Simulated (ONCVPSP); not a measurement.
**Scattering properties, ONCV potential for I**

ONCVPSP 4.0.1 input, shortened (lines: element, Z, core and valence counts, functional; n l f; lmax; l rc ep ncon nbas qcut; lloc lpopt rc5 dvloc0; l nproj debl; icmod fcfact rcfact), PBEsol, scalar-relativistic:

```
  I 53.00    9    2  -116133      upf
    1    0    2.00
    2    0    2.00
    2    1    6.00
    3    0    2.00
    3    1    6.00
    3    2   10.00
    4    0    2.00
    4    1    6.00
    4    2   10.00
    5    0    2.00
    5    1    5.00
    1
    0    1.70    0.00    3    8    3.10
    1    2.00    0.00    4    8    4.10
    4    1    1.40    3.00
    0    2    3.80
    1    2    3.10
    0    0.00    0.00
```

The phase is arctan(r·R′/R) of the radial function R(r), unwrapped; energies in Ha, scanned from -2 to 5 Ha. A pole is an energy at which the radial function vanishes at the test radius. The pseudo phase is shifted by a multiple of π to meet the all-electron one at the reference energy, and phase errors are pseudo minus all-electron; the curves can meet again beyond the range given. Levels narrower than the energy grid can be missing from the lists of poles.

Problem. For each channel, where are the poles, and over which energies does the pseudopotential scatter like the atom?

Solution.

```csv
channel,radius (bohr),reference energy (Ha),"poles, all-electron","poles, pseudo",unbroken range about the reference energy with phases within 0.05 rad,phase error 1 Ha above the reference energy (rad)
s,1.73,-0.64,2.39,"2.38, 3.94",below 3.9,-0.001
p,2.03,-0.26,1.76,1.75,below 4.1,-0.001
```

Note: no bound ghost flagged; GHOST(+) flagged for s at 106.9 eV.

Phases in the s channel:

| E (Ha) | all-electron | pseudo |
| --- | --- | --- |
| -1.98 | 0.764 | 0.756 |
| -1.80 | 0.635 | 0.627 |
| -1.62 | 0.465 | 0.458 |
| -1.44 | 0.247 | 0.242 |
| -1.26 | -0.013 | -0.016 |
| -1.08 | -0.289 | -0.290 |
| -0.90 | -0.542 | -0.542 |
| -0.72 | -0.751 | -0.751 |
| -0.54 | -0.913 | -0.913 |
| -0.36 | -1.037 | -1.037 |
| -0.18 | -1.132 | -1.132 |
| 0.00 | -1.207 | -1.207 |
| 0.18 | -1.266 | -1.267 |
| 0.36 | -1.315 | -1.316 |
| 0.54 | -1.355 | -1.356 |
| 0.72 | -1.389 | -1.391 |
| 0.90 | -1.419 | -1.420 |
| 1.08 | -1.444 | -1.446 |
| 1.26 | -1.467 | -1.468 |
| 1.44 | -1.487 | -1.489 |
| 1.62 | -1.506 | -1.507 |
| 1.80 | -1.523 | -1.524 |
| 1.98 | -1.538 | -1.540 |
| 2.16 | -1.553 | -1.554 |
| 2.34 | -1.567 | -1.568 |
| 2.52 | -1.581 | -1.581 |
| 2.70 | -1.594 | -1.594 |
| 2.88 | -1.607 | -1.607 |
| 3.06 | -1.619 | -1.619 |
| 3.24 | -1.632 | -1.632 |
| 3.42 | -1.645 | -1.645 |
| 3.60 | -1.658 | -1.660 |
| 3.78 | -1.671 | -1.684 |
| 3.96 | -1.686 | -4.760 |
| 4.14 | -1.701 | -4.819 |
| 4.32 | -1.717 | -4.838 |
| 4.50 | -1.735 | -4.854 |
| 4.68 | -1.754 | -4.871 |
| 4.86 | -1.776 | -4.889 |
